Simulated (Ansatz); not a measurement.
**Nudged elastic band run: BBrH$_{2}$S**

Input file:

```yaml
crystal:
  periodic: [false, false, false]
  atoms:
    - { symbol: B, position_ang: [-0.53991, -0.042738, 0.160157] }
    - { symbol: Br, position_ang: [-0.838779, -0.177459, -1.718593] }
    - { symbol: S, position_ang: [1.064028, 0.151087, 0.896256] }
    - { symbol: H, position_ang: [1.798003, 0.163346, -0.24044] }
    - { symbol: H, position_ang: [-1.483342, -0.094135, 0.90262] }
basis:
  gaussian: { orbitals: def2-SVP }
hamiltonian:
  xc: pbe0
  dispersion: d4
neb:
  order_check: false
  images: 9
  f_tol: 0.05
  max_iterations: 60
  final_atoms:
    - { symbol: B, position_ang: [-0.45680851, 0.02373514, 1.23547505] }
    - { symbol: Br, position_ang: [0.11650584, -0.12588164, -2.4931987] }
    - { symbol: S, position_ang: [1.13063139, 0.18892543, 1.44197933] }
    - { symbol: H, position_ang: [0.83904974, 0.01150191, -1.26908956] }
    - { symbol: H, position_ang: [-1.62937845, -0.09817984, 1.08483387] }
  initial_path:
    images:
      - { positions_ang: [[-0.53991, -0.042738, 0.160157], [-0.838779, -0.177459, -1.718593], [1.064028, 0.151087, 0.896256], [1.798003, 0.163346, -0.24044], [-1.483342, -0.094135, 0.90262]] }
      - { positions_ang: [[-0.5344147, -0.03838413, 0.23566784], [-0.7339363, -0.16862526, -1.74115219], [1.06962931, 0.15268802, 0.92887852], [1.70273435, 0.14948289, -0.33486259], [-1.50401266, -0.09506052, 0.91146842]] }
      - { positions_ang: [[-0.5289194, -0.03403026, 0.31117868], [-0.62909361, -0.15979153, -1.76371138], [1.07523063, 0.15428904, 0.96150104], [1.60746569, 0.13561978, -0.42928519], [-1.52468331, -0.09598603, 0.92031685]] }
      - { positions_ang: [[-0.5234241, -0.02967639, 0.38668952], [-0.52425091, -0.15095779, -1.78627057], [1.08083194, 0.15589007, 0.99412355], [1.51219704, 0.12175667, -0.52370778], [-1.54535397, -0.09691155, 0.92916527]] }
      - { positions_ang: [[-0.5179288, -0.02532252, 0.46220036], [-0.41940821, -0.14212406, -1.80882976], [1.08643325, 0.15749109, 1.02674607], [1.41692839, 0.10789356, -0.61813037], [-1.56602463, -0.09783707, 0.9380137]] }
      - { positions_ang: [[-0.5124335, -0.02096865, 0.5377112], [-0.31456551, -0.13329032, -1.83138895], [1.09203456, 0.15909211, 1.05936859], [1.32165974, 0.09403045, -0.71255297], [-1.58669528, -0.09876258, 0.94686212]] }
      - { positions_ang: [[-0.5013085, -0.0120279, 0.67726397], [-0.22835124, -0.13180858, -1.9637509], [1.09975393, 0.16505878, 1.13589074], [1.22513774, 0.07752474, -0.82386029], [-1.59523192, -0.09864604, 0.97445647]] }
      - { positions_ang: [[-0.49018351, -0.00308714, 0.81681674], [-0.14213697, -0.13032685, -2.09611285], [1.10747329, 0.17102544, 1.21241289], [1.12861574, 0.06101903, -0.93516761], [-1.60376855, -0.09852949, 1.00205082]] }
      - { positions_ang: [[-0.47905851, 0.00585362, 0.95636951], [-0.0559227, -0.12884511, -2.2284748], [1.11519266, 0.1769921, 1.28893503], [1.03209374, 0.04451332, -1.04647492], [-1.61230518, -0.09841294, 1.02964517]] }
      - { positions_ang: [[-0.46793351, 0.01479438, 1.09592228], [0.03029157, -0.12736338, -2.36083675], [1.12291202, 0.18295877, 1.36545718], [0.93557174, 0.02800762, -1.15778224], [-1.62084182, -0.09829639, 1.05723952]] }
      - { positions_ang: [[-0.45680851, 0.02373514, 1.23547505], [0.11650584, -0.12588164, -2.4931987], [1.13063139, 0.18892543, 1.44197933], [0.83904974, 0.01150191, -1.26908956], [-1.62937845, -0.09817984, 1.08483387]] }
```

Command:

```bash
$ ansatz run input.yaml --threads 2 --pin off --max-ram 3072MiB --backend cpu --events-out ev --progress --plain --runs-dir out
```

Output, in part (warnings, iteration lines, the closing report on the highest movable image, with atoms numbered from 0):

```
NEB end point (image 0): max|allowed force component| = 1.624e-2 eV/Å (the criterion of neb.relax_end_points is 1.000e-2)
NEB end point (image 10): max|allowed force component| = 8.246e-3 eV/Å (the criterion of neb.relax_end_points is 1.000e-2)
NEB iter   1: max|band force component| = 2.639e0 eV/Å  barrier→ = 2.6449 eV  barrier← = 1.1632 eV  Δτ_max = 0.2000 Å  (272 SCF iters)
NEB iter   2: max|band force component| = 1.080e0 eV/Å  barrier→ = 2.0604 eV  barrier← = 0.5787 eV  Δτ_max = 0.2000 Å  (265 SCF iters)
NEB iter   3: max|band force component| = 1.376e0 eV/Å  barrier→ = 2.0179 eV  barrier← = 0.5362 eV  Δτ_max = 0.0998 Å  (268 SCF iters)
NEB iter   4: max|band force component| = 1.120e0 eV/Å  barrier→ = 2.0628 eV  barrier← = 0.5811 eV  Δτ_max = 0.0929 Å  (267 SCF iters)
NEB iter   5: max|band force component| = 1.282e0 eV/Å  barrier→ = 2.0370 eV  barrier← = 0.5553 eV  Δτ_max = 0.0463 Å  (265 SCF iters)
NEB iter   6: max|band force component| = 2.968e-1 eV/Å  barrier→ = 2.0280 eV  barrier← = 0.5463 eV  CI = image 5  Δτ_max = 0.0157 Å  (271 SCF iters)
NEB iter   7: max|band force component| = 1.147e-1 eV/Å  barrier→ = 2.0265 eV  barrier← = 0.5448 eV  CI = image 5  Δτ_max = 0.0094 Å  (248 SCF iters)
NEB iter   8: max|band force component| = 7.158e-2 eV/Å  barrier→ = 2.0259 eV  barrier← = 0.5442 eV  CI = image 5  Δτ_max = 0.0047 Å  (219 SCF iters)
NEB iter   9: max|band force component| = 3.076e-2 eV/Å  barrier→ = 2.0257 eV  barrier← = 0.5440 eV  CI = image 5  Δτ_max = 0.0000 Å  (423 SCF iters)
Total energy: -81565.01542544 eV, -2997.4590301319 hartree
Atom 0 at    -0.390674    -0.003924     0.613908 Å, force     0.029770     0.002319    -0.015823 eV/Å
Atom 1 at    -0.211097    -0.116604    -1.777835 Å, force     0.009605     0.001004     0.017003 eV/Å
Atom 2 at     1.197063     0.175499     1.105842 Å, force    -0.030731    -0.003728     0.000773 eV/Å
Atom 3 at     0.969206     0.051652    -0.747697 Å, force    -0.008673    -0.000342    -0.012965 eV/Å
Atom 4 at    -1.564497    -0.106522     0.805781 Å, force     0.000029     0.000747     0.011012 eV/Å
Dipole moment:    -0.166933    -0.021184    -0.091978 e Å
```

It converged. A vibrational analysis at the climbing image gives one clearly imaginary mode, 785i cm⁻¹: a first-order saddle point. The orbitals stay closed-shell, which can raise the energy where a bond breaks towards radicals; this wasn't checked here.

Final band (atoms are numbered from 1 in the order of the input):

```
image  path coordinate (Å)  energy (kcal/mol)  B1–Br2 (Å)  S3–H4 (Å)  Br2–H4 (Å)
    0                 0.00                0.0        1.91       1.35        3.04
    1                 0.27                1.7        1.92       1.35        2.68
    2                 0.54                7.7        1.95       1.36        2.34
    3                 0.81               19.8        2.03       1.42        2.03
    4                 1.08               38.1        2.20       1.61        1.78
    5                 1.36               46.7        2.40       1.87        1.58
    6                 1.63               42.4        2.67       2.11        1.47
    7                 1.90               37.4        2.98       2.34        1.44
    8                 2.17               35.0        3.28       2.56        1.43
    9                 2.44               34.3        3.55       2.75        1.43
   10                 2.72               34.2        3.78       2.73        1.43
```

Run time: 120 s on 2 threads of Arm Neoverse V1 (shared host), peak memory 0.15 GiB.
